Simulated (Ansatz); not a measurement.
Basis-set series for F2I2Zr, SMILES `[F][Zr]([F])([I])[I]`. The species carries charge 0 and has multiplicity 1. Zr, I: def2 effective core potential. Geometry: relaxed with PBE0-D4/def2-TZVP.

```
functional       basis  functions  energy (Eh)  HOMO (eV)  LUMO (eV)
   PBE0-D4  def2-TZVPP        218   -842.39996      -8.11      -2.62
   PBE0-D4  def2-QZVPP        359   -842.41624      -8.11      -2.61
   ωB97M-V  def2-TZVPP        218   -842.40557     -10.13      -0.70
   ωB97M-V  def2-QZVPP        359   -842.42098     -10.13      -0.68
```

Task: Give the rows for def2-SVP. (Estimate.)

Result: Ansatz gave: 
```tsv
functional	basis	functions	energy (Eh)	HOMO (eV)	LUMO (eV)
PBE0-D4	def2-SVP	111	-842.12231	-8.12	-2.65
ωB97M-V	def2-SVP	111	-842.12183	-10.11	-0.69
```
